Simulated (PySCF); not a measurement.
Compound: C5H14OSi2.
Geometry (PBE0-D3(BJ)/def2-SVP, Å), atoms numbered from 1 in this order:
```
atom  x, y, z in Å
C1    -0.862   -2.194   -0.323
C2    -1.227   -0.893    0.388
C3    -0.193    0.185    0.205
C4    -0.444    1.329   -0.464
Si5   -2.070    1.802   -1.278
Si6    1.546   -0.087    0.903
C7     2.683   -0.687   -0.460
O8     2.128    1.313    1.604
H9    -1.636   -2.960   -0.168
H10    0.088   -2.608    0.051
H11   -0.752   -2.033   -1.407
H12   -1.340   -1.095    1.468
H13   -2.216   -0.547    0.039
H14    0.367    2.068   -0.557
H15   -3.178    1.952   -0.283
H16   -1.891    3.110   -1.980
H17   -2.501    0.782   -2.286
H18    1.487   -1.080    2.015
H19    2.366   -1.675   -0.829
H20    3.721   -0.768   -0.103
H21    2.663    0.008   -1.315
H22    2.113    2.110    1.067
```

Level: PBE0/pcSseg-1 in PySCF, non-relativistic, on one gas-phase PBE0-D3(BJ)/def2-SVP geometry that isn't relaxed in the solvent. The solvent is an IEF-PCM continuum (cavity from Bondi-type radii × 1.2). Only the electrostatic response of the medium enters.

| run | E − E(gas) (kcal/mol) | HOMO (eV) | HOMO–LUMO gap (eV) | dipole (D) |
| --- | --- | --- | --- | --- |
| gas | 0.00 | -7.60 | 6.67 | 1.35 |
| P | -4.44 | -7.49 | 6.67 | 1.64 |
| Q | -3.81 | -7.50 | 6.67 | 1.60 |

**Question.** The runs were made in chloroform and tetrahydrofuran. Which run belongs to which solvent?

**Answer.** P = tetrahydrofuran, Q = chloroform. The dielectric constants are 4.711 (chloroform), 7.426 (tetrahydrofuran), and the energy falls further as ε rises. In this model the ground state sees the solvent through ε alone.

**Question.** How constant is the ratio of the lowering to (ε − 1)/(2ε + 1)?

**Answer.** 
| solvent | (ε − 1)/(2ε + 1) | E − E(gas) (kcal/mol) | ratio (kcal/mol) | polarisation term (kcal/mol) |
| --- | --- | --- | --- | --- |
| chloroform | 0.356 | -3.81 | -10.7 | -4.11 |
| tetrahydrofuran | 0.405 | -4.44 | -11.0 | -4.85 |

The ratio changes by +2.3 % in size from chloroform to tetrahydrofuran. The polarisation term is half the interaction of the solute with the induced surface charges.
